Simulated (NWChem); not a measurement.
Species: N-methylmethanimine (C2H5N); SMILES C=NC

```xyz
8

C     -0.1225     1.1414     0.0000
N      0.5476    -0.1378     0.0000
C     -0.1647    -1.1932     0.0000
H      0.2041     1.7259     0.8865
H      0.2041     1.7259    -0.8865
H     -1.2402     1.0834     0.0000
H     -1.2857    -1.1865     0.0000
H      0.3291    -2.1858     0.0000
```
Atoms are numbered in this order, from 1.

Computed with NWChem. Pople sets run with spherical d functions. The geometry was optimised at PBE-D3(BJ)/def2-SVP. Static field.

**Question.** Taking PBE0/def2-TZVPD as the yardstick, which of these has the fewest basis functions while keeping “isotropic polarisability (bohr³)” within 2 % of it: PBE0/def2-SVPD; PBE0/def2-SVP; PBE0/def2-TZVP; PBE0/aug-cc-pVDZ; PBE0/Sadlej pVTZ; PBE0/6-31G*; PBE0/6-31+G*?

**Answer.** PBE0/aug-cc-pVDZ (a larger set in the list lies outside the tolerance).
```csv
level,basis functions,isotropic polarisability (bohr³),relative time (rough)
PBE0/6-31G*,52,29.0,1
PBE0/6-31+G*,64,33.4,2
PBE0/def2-SVP,67,30.1,1
PBE0/def2-SVPD,100,35.9,3
PBE0/aug-cc-pVDZ,114,37.3,6
PBE0/Sadlej pVTZ,117,37.4,8
PBE0/def2-TZVP,123,34.5,6
PBE0/def2-TZVPD,156,37.1,10
```

The yardstick is one finite set, not the basis-set limit.
